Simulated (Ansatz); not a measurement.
Born–Oppenheimer molecular dynamics of CHBMgSe (5 atoms, charge 0, multiplicity 1). It starts from a relaxed structure.

These are results of RKS PBE/def2-SVP (Ansatz), not measurements.

```yaml
ensemble: NVT, Nosé–Hoover chain
time_step: 0.5 fs
steps_asked: 91
set_temperature: 1000 K
thermostat: time constant 100 fs, chain length 3 (defaults)
seed: 592941
```

Frames 0.5 fs apart, positions in Å.

Velocities at 30.0 fs (Å/ps):

```
Mg 0.22 -2.44 1.22
B -5.73 5.72 3.30
C -6.37 5.14 -0.56
Se 1.41 -0.63 -0.76
H 21.98 -14.54 1.88
```

```xyz
5
Properties=species:S:1:pos:R:3 time_fs=30.0 energy_less_start_eV=0.249 T=368
Mg 0.965 0.565 -1.571
B -0.341 0.164 0.285
C -1.071 -0.413 1.391
Se -1.480 -1.224 2.879
H 1.145 1.061 -3.232
5
Properties=species:S:1:pos:R:3 time_fs=30.5 energy_less_start_eV=0.247 T=373
Mg 0.965 0.564 -1.571
B -0.344 0.167 0.287
C -1.074 -0.411 1.391
Se -1.480 -1.224 2.879
H 1.156 1.054 -3.230
5
Properties=species:S:1:pos:R:3 time_fs=31.0 energy_less_start_eV=0.245 T=378
Mg 0.965 0.563 -1.570
B -0.347 0.170 0.289
C -1.077 -0.408 1.391
Se -1.479 -1.224 2.878
H 1.168 1.046 -3.228
5
Properties=species:S:1:pos:R:3 time_fs=31.5 energy_less_start_eV=0.243 T=385
Mg 0.965 0.562 -1.570
B -0.349 0.173 0.290
C -1.079 -0.405 1.390
Se -1.478 -1.224 2.878
H 1.180 1.038 -3.226
5
Properties=species:S:1:pos:R:3 time_fs=32.0 energy_less_start_eV=0.240 T=392
Mg 0.965 0.560 -1.569
B -0.352 0.175 0.292
C -1.082 -0.403 1.390
Se -1.478 -1.225 2.877
H 1.194 1.030 -3.223
5
Properties=species:S:1:pos:R:3 time_fs=32.5 energy_less_start_eV=0.237 T=400
Mg 0.965 0.559 -1.568
B -0.355 0.178 0.294
C -1.085 -0.400 1.390
Se -1.477 -1.225 2.877
H 1.207 1.021 -3.219
5
Properties=species:S:1:pos:R:3 time_fs=33.0 energy_less_start_eV=0.234 T=408
Mg 0.964 0.558 -1.568
B -0.358 0.180 0.296
C -1.087 -0.398 1.389
Se -1.476 -1.225 2.877
H 1.222 1.012 -3.215
5
Properties=species:S:1:pos:R:3 time_fs=33.5 energy_less_start_eV=0.231 T=416
Mg 0.964 0.557 -1.567
B -0.361 0.183 0.298
C -1.090 -0.395 1.389
Se -1.476 -1.225 2.876
H 1.237 1.004 -3.211
5
Properties=species:S:1:pos:R:3 time_fs=34.0 energy_less_start_eV=0.228 T=424
Mg 0.963 0.556 -1.566
B -0.363 0.185 0.299
C -1.092 -0.393 1.389
Se -1.475 -1.226 2.876
H 1.252 0.995 -3.206
5
Properties=species:S:1:pos:R:3 time_fs=34.5 energy_less_start_eV=0.225 T=433
Mg 0.963 0.555 -1.565
B -0.366 0.188 0.301
C -1.095 -0.390 1.388
Se -1.474 -1.226 2.875
H 1.268 0.985 -3.200
5
Properties=species:S:1:pos:R:3 time_fs=35.0 energy_less_start_eV=0.222 T=442
Mg 0.962 0.553 -1.565
B -0.369 0.190 0.303
C -1.097 -0.388 1.388
Se -1.474 -1.226 2.875
H 1.285 0.976 -3.195
5
Properties=species:S:1:pos:R:3 time_fs=35.5 energy_less_start_eV=0.219 T=451
Mg 0.961 0.552 -1.564
B -0.371 0.192 0.304
C -1.099 -0.385 1.388
Se -1.473 -1.226 2.874
H 1.302 0.966 -3.189
```

Of the whole run (46 fs, mean temperature of the second half 472 K): The conserved energy stayed within 0.017 meV per atom of its start (net change 0.0036 meV per atom), so the integration is sound. The mean temperature of the second half is 53 % below the set value. A run of 0.045 ps of so small a system gives no equilibrium averages.

The run took 4.2 min on 1 thread of Arm Neoverse V1, on a shared host, peak memory 0.14 GiB.
